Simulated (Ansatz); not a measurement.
Input and output for BClH6O2Si2, SMILES `[SiH3]OB(Cl)O[SiH3]`.

```yaml
crystal:
  periodic: [false, false, false]
  atoms:
    - {symbol: Si, position_ang: [-2.231613, -1.295745, 0.964322]}
    - {symbol: O, position_ang: [-1.310523, -0.190062, 0.139505]}
    - {symbol: B, position_ang: [0.014035, -0.011993, 0.008633]}
    - {symbol: Cl, position_ang: [1.141879, -1.128142, 0.844140]}
    - {symbol: O, position_ang: [0.506851, 0.989228, -0.738347]}
    - {symbol: Si, position_ang: [2.048297, 1.480656, -1.104032]}
    - {symbol: H, position_ang: [-1.946103, -2.663495, 0.468311]}
    - {symbol: H, position_ang: [-1.947652, -1.208671, 2.416917]}
    - {symbol: H, position_ang: [-3.641459, -0.935515, 0.694231]}
    - {symbol: H, position_ang: [2.768259, 1.855159, 0.136805]}
    - {symbol: H, position_ang: [2.772568, 0.395229, -1.807958]}
    - {symbol: H, position_ang: [1.902561, 2.658353, -1.988427]}
basis:
  gaussian: {orbitals: def2-TZVPP, fitting: {mean_field: cc-pVTZ-jkfit}, point_charges: [{charge: 0.50, position_ang: [6.969, -0.132, 0.031]}]}
hamiltonian: {xc: {name: wB97M-V}}
output: {forces: true}
```

```sh
$ ansatz run in.yaml --threads 4 --pin off --events-out ev --progress --plain --max-ram 11315MiB
```

Output, abridged:

```
Functional definition: wB97M-V
780 factors; integrals over basis functions are off by at most 1.4e0 eV
780 factors; integrals over basis functions are off by at most 6.5e-7 eV
mean field evaluation 1: about -33145.3220 eV, gradient 6.3e1 eV
mean field evaluation 2: about -33143.4707 eV, gradient 7.3e1 eV
mean field evaluation 4: about -33151.5689 eV, gradient 1.6e0 eV
mean field evaluation 8: about -33151.5880 eV, gradient 7.8e-2 eV
mean field evaluation 16: about -33151.5880 eV, gradient 3.1e-5 eV
mean field -33151.58800464 eV, -1218.2983882169 hartree, gradient 3.1e-5 eV, S^2 0.000000; 0 other end points of the search recorded, 0 dependent functions left out
reference -33151.58807045 eV, -1218.2983906354 hartree; 36, 36 occupied and 267, 267 virtual orbitals, 780 factors
Total energy: -33151.58807045 eV, -1218.2983906354 hartree
Atom 0 at    -2.231613    -1.295745     0.964322 Å, force    -0.350595    -0.253768     0.189387 eV/Å
Atom 1 at    -1.310523    -0.190062     0.139505 Å, force     0.152718     0.089819    -0.066874 eV/Å
Atom 2 at     0.014035    -0.011993     0.008633 Å, force    -0.287796    -0.055549     0.041804 eV/Å
Atom 3 at     1.141879    -1.128142     0.844140 Å, force     0.150984    -0.096181     0.071711 eV/Å
Atom 4 at     0.506851     0.989228    -0.738347 Å, force     0.237954     0.181706    -0.137743 eV/Å
Atom 5 at     2.048297     1.480656    -1.104032 Å, force    -0.118608     0.147040    -0.103522 eV/Å
Atom 6 at    -1.946103    -2.663495     0.468311 Å, force    -0.002890     0.177425     0.053442 eV/Å
Atom 7 at    -1.947652    -1.208671     2.416917 Å, force    -0.002759    -0.000872    -0.185305 eV/Å
Atom 8 at    -3.641459    -0.935515     0.694231 Å, force     0.200458    -0.047428     0.035474 eV/Å
Atom 9 at     2.768259     1.855159     0.136805 Å, force    -0.019674    -0.063036    -0.123175 eV/Å
Atom 10 at     2.772568     0.395229    -1.807958 Å, force    -0.019232     0.098657     0.092515 eV/Å
Atom 11 at     1.902561     2.658353    -1.988427 Å, force     0.070004    -0.170691     0.127040 eV/Å
Dipole moment:    -0.150067     0.017296    -0.011499 e Å
```

Run time 16 s (4 threads of an Arm Neoverse V2 on a shared host); peak host memory 1.1 GiB.
